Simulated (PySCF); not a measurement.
C$_{5}$H$_{15}$O$_{2}$Si (SMILES CCO[SiH](C)[OH+]CC), charge +1, singlet, geometry from GFN2-xTB.

PySCF was given this input:
```python
from pyscf import gto, scf, dft

mol = gto.M(
    atom='''
C     2.943699    1.911775    0.715505
C     2.641244    0.609707   -0.000958
O     1.230340    0.456423   -0.115641
Si    0.262149   -0.712842   -0.598492
C     0.144846   -2.261861    0.467522
O    -1.197065    0.231576   -0.168697
C    -2.570503   -0.068911   -0.485099
C    -3.488937    0.461021    0.595700
H     4.018870    2.032605    0.802337
H     2.542275    2.754595    0.159363
H     2.511455    1.907050    1.712533
H     3.067633    0.608473   -1.006823
H     3.043073   -0.242869    0.550996
H     0.162356   -0.855318   -2.041145
H    -0.732704   -2.863662    0.246285
H     0.114838   -2.013646    1.529463
H     1.006387   -2.907894    0.317574
H    -1.070316    1.166759    0.057685
H    -2.814439    0.362765   -1.459665
H    -2.626113   -1.154306   -0.555322
H    -4.514581    0.191967    0.362074
H    -3.431482    1.545509    0.659877
H    -3.235637    0.033379    1.562344
''',
    basis='sto-3g',
    charge=1,
    spin=0,
    verbose=4,
)

mf = dft.RKS(mol)
mf.xc = 'bhandhlyp'
mf.kernel()
```

Q: What does this run give for the nuclear repulsion energy, Mulliken (on the basis functions themselves) charges in atom order, number of basis functions, HOMO-LUMO gap?

A: 
```
Quantity                                                                                                                                                                                                                                                                                          Result
------------------------------------------------------------------  ------------------------------------------------------------------------------------------------------------------------------------------------------------------------------------------------------------------------------------
nuclear repulsion energy                                                                                                                                                                                                                                                                     497.3421 Eh
Mulliken (on the basis functions themselves) charges in atom order  C1 -0.23, C2 -0.01, O3 -0.44, Si4 1.05, C5 -0.41, O6 -0.31, C7 -0.01, C8 -0.23, H9 0.10, H10 0.09, H11 0.09, H12 0.09, H13 0.09, H14 -0.09, H15 0.10, H16 0.10, H17 0.11, H18 0.33, H19 0.12, H20 0.12, H21 0.13, H22 0.10, H23 0.11
number of basis functions                                                                                                                                                                                                                                                                             59
HOMO-LUMO gap                                                                                                                                                                                                                                                                                   11.62 eV
```
